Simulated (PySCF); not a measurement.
# Dipole polarisabilities along the 4p block, charge +1

Calculated with PySCF 2.14 for the ground configurations, without spin-orbit coupling: coupled response for Hartree-Fock and DFT. Mean α in bohr³, C₆ of like pairs in atomic units.

| species | α UHF | α PBE | α PBE0 | C₆ UHF | C₆ PBE | C₆ PBE0 |
| --- | --- | --- | --- | --- | --- | --- |
| Ga⁺ [Ar] 3d10 4s2 (aug-cc-pVQZ-PP with one added diffuse shell each of s, p, d, f, g type with ECP10MDF, ECP) | 21.19 | 17.61 | 18.45 | 111.3 | 87.70 | 92.95 |
| Ge⁺ [Ar] 3d10 4s2 4p1 (aug-cc-pVQZ-PP with one added diffuse shell each of s, p, d, f, g type with ECP10MDF, ECP) | 19.83 | 19.15 | 19.11 | 116.4 | 109.7 | 109.9 |
| As⁺ [Ar] 3d10 4s2 4p2 (aug-cc-pVQZ-PP with one added diffuse shell each of s, p, d, f, g type with ECP10MDF, ECP) | 16.88 | 17.00 | 16.78 | 102.9 | 103.0 | 101.5 |
| Se⁺ [Ar] 3d10 4s2 4p3 (aug-cc-pVQZ-PP with one added diffuse shell each of s, p, d, f, g type with ECP10MDF, ECP) | 14.14 | 14.49 | 14.23 | 86.62 | 89.07 | 87.21 |
| Br⁺ [Ar] 3d10 4s2 4p4 (aug-cc-pVQZ-PP with one added diffuse shell each of s, p, d, f, g type with ECP10MDF, ECP) | 12.30 | 12.84 | 12.57 | 75.76 | 79.76 | 77.70 |
| Kr⁺ [Ar] 3d10 4s2 4p5 (aug-cc-pVQZ-PP with one added diffuse shell each of s, p, d, f, g type with ECP10MDF, ECP) | 10.55 | 11.11 | 10.86 | 64.37 | 68.44 | 66.56 |

The values depend on the diffuse functions of the basis.
